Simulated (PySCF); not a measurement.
Molfile (atoms numbered from 1):
```
C3H8F2Si
     RDKit          3D

 14 13  0  0  0  0  0  0  0  0999 V2000
   -2.7824   -0.6107   -0.6748 F   0  0  0  0  0  0  0  0  0  0  0  0
   -1.6508    0.0786   -0.4134 C   0  0  0  0  0  0  0  0  0  0  0  0
   -1.0345    0.3139   -1.6023 F   0  0  0  0  0  0  0  0  0  0  0  0
   -0.7494   -0.7249    0.4845 C   0  0  0  0  0  0  0  0  0  0  0  0
    0.5390   -0.0099    0.8798 C   0  0  0  0  0  0  0  0  0  0  0  0
    1.7483    0.4806   -0.5000 Si  0  0  0  0  0  4  0  0  0  0  0  0
   -1.9353    1.0581    0.0131 H   0  0  0  0  0  0  0  0  0  0  0  0
   -0.5360   -1.6682   -0.0458 H   0  0  0  0  0  0  0  0  0  0  0  0
   -1.3367   -0.9899    1.3787 H   0  0  0  0  0  0  0  0  0  0  0  0
    1.1088   -0.6626    1.5615 H   0  0  0  0  0  0  0  0  0  0  0  0
    0.3115    0.8972    1.4680 H   0  0  0  0  0  0  0  0  0  0  0  0
    1.3140    1.7010   -1.2398 H   0  0  0  0  0  0  0  0  0  0  0  0
    1.9328   -0.6497   -1.4598 H   0  0  0  0  0  0  0  0  0  0  0  0
    3.0665    0.7768    0.1441 H   0  0  0  0  0  0  0  0  0  0  0  0
  1  2  1  0
  2  3  1  0
  2  4  1  0
  4  5  1  0
  5  6  1  0
  2  7  1  0
  4  8  1  0
  4  9  1  0
  5 10  1  0
  5 11  1  0
  6 12  1  0
  6 13  1  0
  6 14  1  0
M  END
```

Geometry: PBE0-D3(BJ)/def2-SVP; GIAO shifts from PySCF 2.14, gas phase, non-relativistic, averaged over equivalent atoms.

At PBE0/cc-pVDZ (128 basis functions, 19 s wall time on 1 thread of an Arm Neoverse N1, shared host):
```
      atoms  δ (ppm)
      F1/F3   -119.8
         C2    116.4
         C4     33.8
         C5      4.6
        Si6    -55.9
         H7     5.42
H12/H13/H14     3.80
      H8/H9     1.68
    H10/H11     0.69
```

Scale: CFCl3 for ¹⁹F (σ = 200.93 ppm); ¹³C (σ = 196.75 ppm), ²⁹Si (σ = 418.61 ppm), ¹H (σ = 31.29 ppm) against TMS (reference shieldings calculated alike).

Problem. Estimate the result of repeating the calculation with B97-2/pcSseg-1.

Solution. 
| atoms | δ at B97-2/pcSseg-1 | change |
| --- | --- | --- |
| F1/F3 | -128.2 | -8.4 |
| C2 | 120.0 | +3.6 |
| C4 | 33.4 | -0.4 |
| C5 | 3.6 | -1.0 |
| Si6 | -60.2 | -4.3 |
| H7 | 5.62 | +0.20 |
| H12/H13/H14 | 3.81 | +0.01 |
| H8/H9 | 1.83 | +0.15 |
| H10/H11 | 0.73 | +0.04 |

Referencing at the same level of theory: ¹⁹F (178.12 ppm) against CFCl3; ¹³C (183.69 ppm) and ²⁹Si (357.41 ppm) and ¹H (31.38 ppm) against TMS.

The largest change is at F1/F3 (fluorine of a CF2 group). Cost: 149 basis functions, 19 s wall time on 1 thread of an Arm Neoverse N1, shared host. The order of the carbon signals is the same at both levels.

Unscaled 19F shifts against computed CFCl3 carry errors that often reach 10 to 50 ppm.
